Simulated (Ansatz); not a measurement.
BClH (SMILES [BH]Cl) moved off its minimum; all values from Ansatz (an electronic-structure program), cores frozen in correlated methods. Open shells are unrestricted.
(charge 0, multiplicity 2)
```xyz
3

B     -1.1463     0.3305     0.0157
Cl     0.2584    -0.0998    -0.1651
H     -2.1248    -0.2766    -0.1079
```

```
level                    largest force (eV/Å)  on atom  rms difference from CCSD(T)/aug-cc-pV(T+d)Z (eV/Å)  dipole (D)
-----------------------  --------------------  -------  --------------------------------------------------  ----------
HF/def2-TZVPP                           11.54      Cl2                                               0.276        0.90
PBE/def2-TZVPP                          10.61      Cl2                                               0.240        1.25
r2SCAN/def2-TZVPP                       10.66      Cl2                                               0.173        1.13
B3LYP/def2-TZVPP                        10.57      Cl2                                               0.209        1.16
wB97M-V/def2-TZVPP                      10.51      Cl2                                               0.230        1.21
MP2/aug-cc-pV(T+d)Z                     10.88      Cl2                                               0.064        1.08
CCSD(T)/aug-cc-pV(T+d)Z                 11.02      Cl2                                               0.000        1.09
```

The differences count from one level among others, with limits of its own. Forces at CCSD(T)/aug-cc-pV(T+d)Z (eV/Å):

```csv
atom,Fx,Fy,Fz
B1,-9.747,3.636,1.433
Cl2,10.454,-3.201,-1.345
H3,-0.707,-0.436,-0.088
```
